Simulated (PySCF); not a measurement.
# Iodine: a sound run and one with changed settings

Sound run: I [Kr] 4d10 5s2 5p5, I⁺ [Kr] 4d10 5s2 5p4. All numbers are calculated (PySCF 2.14, scalar relativity by spin-free X2C-1e, in x2c-SVPall). In the sound run the correlated levels freeze [Kr] 4d10. The sound run starts from symmetry-adapted Hartree-Fock orbitals and uses a fine grid where one is needed.

Changed run: basis STO-3G, all-electron and non-relativistic. This setting is unsound on purpose.

```tsv
species	method	sound run (hartree)	changed run (hartree)	converged
I	UHF	-7111.89438	-6850.67625	yes
I	MN15	-7119.49261	-6848.88781	yes
I	TPSS	-7114.47905	-6852.48300	yes
I	MP2	-7111.96959	-6850.67625	yes
I⁺	UHF	-7111.54266	-6850.40437	yes
I⁺	MN15	-7119.10967	-6848.56865	yes
I⁺	TPSS	-7114.09180	-6852.16292	yes
I⁺	MP2	-7111.59973	-6850.40437	yes
```

Ionisation energy of I:

```json
{"method": "UHF", "sound run (eV)": "9.571", "changed run (eV)": "7.398"}
{"method": "MN15", "sound run (eV)": "10.420", "changed run (eV)": "8.685"}
{"method": "TPSS", "sound run (eV)": "10.537", "changed run (eV)": "8.710"}
{"method": "MP2", "sound run (eV)": "10.064", "changed run (eV)": "7.398"}
{"method": "SCS-MP2", "sound run (eV)": "10.043", "changed run (eV)": "7.398"}
```

A minimal basis cannot let orbitals breathe on ionisation and holds almost no correlation. The Hamiltonian changed with the basis, so the totals do not compare.

For comparison, NIST gives 10.451 eV between the lowest levels.
